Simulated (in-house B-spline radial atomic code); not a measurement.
Eu²⁺. Computed with a B-spline radial atomic code. Model: non-relativistic spherical atom: semilocal Troullier-Martins pseudo-atom, one channel per l, against all electrons, high spin, G0W0 and RPA with empty states to l = 8, local potential for every l without a channel, a model core (radius 0 = none) keeps its share of the functional.

Without relativity these are model numbers for so heavy an element.

What the tables leave out is listed at the end.

The pseudopotential gives back the lowest level of each angular momentum of its own functional in the configuration it was made in; a second state of the same l is only approximately right. Exact exchange, RPA and GW see the smooth pseudo-orbitals and miss the exchange with the core, for which the functional's share stands in. The column with an uncorrelated core keeps all orbitals and exact exchange, and so separates missing core correlation from pseudisation. Only the three outermost levels and the lowest empty one were computed. RPA here is direct RPA, with no exchange kernel, and its energies carry an (l + 1/2)⁻⁴ tail. A hybrid on a potential with a model core restores only its own semilocal share of the core's exchange.

Command:
```bash
python run_psgw.py task.json out
```
Settings (lengths in bohr, energies in hartree):
```
Z                      63
electrons              61
configuration          [Xe] 4f7
generated_in           [Xe] 4f7 6s2
functional             pbe,pbe
core_shells            9
radius_factor          1.3
core_correction        True
```

Run time, properties included: 51 s on 1 thread of Arm Neoverse N1, with other jobs on the host.

Given: made with PBE; model core radius 0.923 bohr; local radius 1.87 bohr; mean-field start PBE.

Valence shells of the generating configuration: 5s, 5p, 4f, 6s.

Channel: s 1.721, p 1.867, d 2.716, f 2.576 (radii in bohr).

Computed: largest level miss in the spin-unpolarised generating configuration 0.073 eV; valence RPA correlation energy all-electron orbitals -0.90499 hartree; all-electron RPA polarisability, core included 7.6297 bohr³; pseudo-atom RPA polarisability 7.6374 bohr³.

```tsv
level	occupied	mean-field all-electron (eV)	mean-field pseudo minus all (eV)	G0W0 all-electron (eV)	G0W0 uncorrelated core minus all (eV)	G0W0 pseudo minus all (eV)	exchange self-energy all-electron (eV)	exchange self-energy pseudo (eV)
4f up	1	-20.841	-1.271	-28.7	0.266	3.78	-62.236	-31.993
5p down	1	-34.778	0.587	-40.957	0.163	0.687	-25.93	-21.102
4f down (empty)	0	-15.741	0.419	-8.6189	0.716	0.286	-25.732	-3.7247
```

Question: What is the valence RPA correlation energy pseudo?

Answer: -1.2312 hartree.

Given: mean-field start PBE0.

Computed: valence RPA correlation energy all-electron orbitals -0.84601 hartree; valence RPA correlation energy pseudo -1.1793 hartree; pseudo-atom RPA polarisability 7.2175 bohr³.

```tsv
level	occupied	mean-field all-electron (eV)	mean-field pseudo minus all (eV)	G0W0 all-electron (eV)	G0W0 uncorrelated core minus all (eV)	G0W0 pseudo minus all (eV)	exchange self-energy all-electron (eV)	exchange self-energy pseudo (eV)
4f up	1	-23.773	0.881	-29.115	0.239	4.02	-62.799	-31.763
5p down	1	-36.413	0.518	-40.975	0.161	0.599	-25.796	-21.045
5d up (empty)	0	-13.152	-0.967	-10.411	0.021	-0.955	-7.6987	-8.9905
```

Question: What is the all-electron RPA polarisability, core included?

Answer: 6.7884 bohr³.

Among the listed levels the largest G0W0 shift of the pseudo-atom is +4.02 eV, for 4f up on the PBE0 start, while leaving the core uncorrelated moves that level by +0.24 eV. So pseudisation and the lost core exchange, not the missing core correlation, make the error. Not in the tables (levels of low weight, unsolved or above zero; the highest and the empty levels are kept at any weight): on PBE the G0W0 levels 5p up (pseudo minus all -1.63 eV, weights 0.13 and 0.67); on PBE0 the G0W0 levels 5p up (pseudo minus all -1.29 eV, weights 0.42 and 0.73); no Hartree-Fock pseudo-atom is run with a model core.
